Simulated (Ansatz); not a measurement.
The cluster Li₁₄⁺, relaxed as a doublet with UKS PBE/def2-SVP in Ansatz, starting from the GFN1-xTB geometry. Force threshold 0.02 eV/Å.

The structure comes from a short search, and lower isomers may exist.

Start:

Cartesian coordinates in Å:
```
Li -1.6188 -1.8609 -1.0335
Li 0.8263 -0.5008 1.9689
Li -1.4152 0.9791 -3.5968
Li 1.4613 -1.4808 -0.6488
Li -3.0240 0.4242 -1.4384
Li 3.3320 -0.9593 2.2115
Li 2.4065 1.3764 3.1254
Li -0.3758 0.5369 -1.3048
Li -2.6462 -1.3383 -3.3508
Li 0.0091 -1.3413 -3.1794
Li 0.3315 2.1384 1.6334
Li -0.0447 0.8176 3.9705
Li 2.5402 0.9709 0.4718
Li -1.7821 0.2381 1.1710
```

```json
{"step": "1", "energy (eV)": "-2849.0794", "largest force component (eV/Å)": "0.889", "SCF passes": "82"}
{"step": "2", "energy (eV)": "-2850.0415", "largest force component (eV/Å)": "0.408", "SCF passes": "37"}
{"step": "3", "energy (eV)": "-2850.4307", "largest force component (eV/Å)": "0.157", "SCF passes": "35"}
{"step": "4", "energy (eV)": "-2850.5965", "largest force component (eV/Å)": "0.081", "SCF passes": "28"}
{"step": "5", "energy (eV)": "-2850.6849", "largest force component (eV/Å)": "0.104", "SCF passes": "29"}
{"step": "6", "energy (eV)": "-2850.7542", "largest force component (eV/Å)": "0.118", "SCF passes": "27"}
{"step": "7", "energy (eV)": "-2850.8082", "largest force component (eV/Å)": "0.116", "SCF passes": "27"}
{"step": "8", "energy (eV)": "-2850.8561", "largest force component (eV/Å)": "0.108", "SCF passes": "27"}
{"step": "9", "energy (eV)": "-2850.9008", "largest force component (eV/Å)": "0.095", "SCF passes": "27"}
{"step": "10", "energy (eV)": "-2850.9441", "largest force component (eV/Å)": "0.067", "SCF passes": "28"}
{"step": "11", "energy (eV)": "-2850.9807", "largest force component (eV/Å)": "0.137", "SCF passes": "27"}
{"step": "12", "energy (eV)": "-2851.0180", "largest force component (eV/Å)": "0.147", "SCF passes": "26"}
{"step": "13", "energy (eV)": "-2851.0479", "largest force component (eV/Å)": "0.027", "SCF passes": "31"}
{"step": "14", "energy (eV)": "-2851.0530", "largest force component (eV/Å)": "0.020", "SCF passes": "26"}
{"step": "15", "energy (eV)": "-2851.0538", "largest force component (eV/Å)": "0.004", "SCF passes": "22"}
```

Force components are those of the run's own axes.

End:

```
atom   x (Å)   y (Å)   z (Å)
 Li1  -2.073  -2.509  -1.296
 Li2   0.952  -0.207   1.937
 Li3  -0.302   1.866  -2.393
 Li4   1.070  -2.352   0.024
 Li5  -3.148   0.768  -0.898
 Li6   3.724  -0.819   1.780
 Li7   2.408   2.131   2.275
 Li8  -0.677  -0.302  -0.933
 Li9  -2.140  -0.390  -3.509
Li10   0.698  -1.324  -3.011
Li11  -0.477   1.974   0.915
Li12  -0.271   1.350   3.976
Li13   2.092   0.578  -0.498
Li14  -1.855  -0.763   1.630
```

Bonds lost: Li1–Li5, Li1–Li10, Li3–Li5, Li3–Li10, Li4–Li10, Li5–Li14, Li6–Li7, Li7–Li12 (atoms count from 1). Bonds formed: Li8–Li9, Li8–Li11, Li8–Li13 (atoms count from 1). Metal–metal contacts that move far: Li7–Li11 2.67 to 3.19 Å, Li7–Li13 2.69 to 3.19 Å.

The force fell under the threshold at step 14, but the optimiser went on. No frequencies were taken in this run, so the end may be a saddle point.

It took 31 s on 4 threads of Intel Xeon 6975P-C on a shared host.
